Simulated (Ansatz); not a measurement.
GeO₃H₂, relaxed as a singlet with RKS PBE-D4/def2-SVP in Ansatz, starting from the GFN1-xTB geometry. Force threshold 0.02 eV/Å.

The structure holds 1 bond(s) between oxygen atoms. Another isomer (singlet) lies 0.93 eV lower at PBE0-D4/def2-TZVP; other spin states weren't run for this one.

Start:

```xyz
6

Ge   -0.313   -1.004   -0.344
O    -0.005   -2.516    0.120
O     0.213    1.579    0.186
O     0.502    0.248    0.613
H     0.733    2.094    0.824
H    -1.131   -0.402   -1.399
```

(1) Estimate the energy that the relaxation releases and the steps that it takes.

(2) Does the start keep its bonding?

(3) Predict the relaxed structure.

Answers

(1) 0.19 eV, in 23 steps; 13 s on 4 threads of Arm Neoverse V2 on a shared host. The force fell under the threshold at step 6, but the optimiser went on and released 0.029 eV more. No frequencies were taken in this run, so the end may be a saddle point.

(2) By distances, no bond broke or formed. The bond that changes most is Ge1–H6, from 1.46 to 1.55 Å (atoms count from 1).

(3) 
Cartesian coordinates in Å:
```
Ge -0.265 -1.003 -0.253
O -0.106 -2.609 0.080
O 0.500 1.527 0.002
O 0.751 0.234 0.629
H 0.248 2.043 0.797
H -1.128 -0.193 -1.254
```
Bond lengths: 2 × Ge–O 1.65 to 1.83 Å; 1 × O–O 1.46 Å; 1 × H–O 0.98 Å; 1 × Ge–H 1.55 Å.
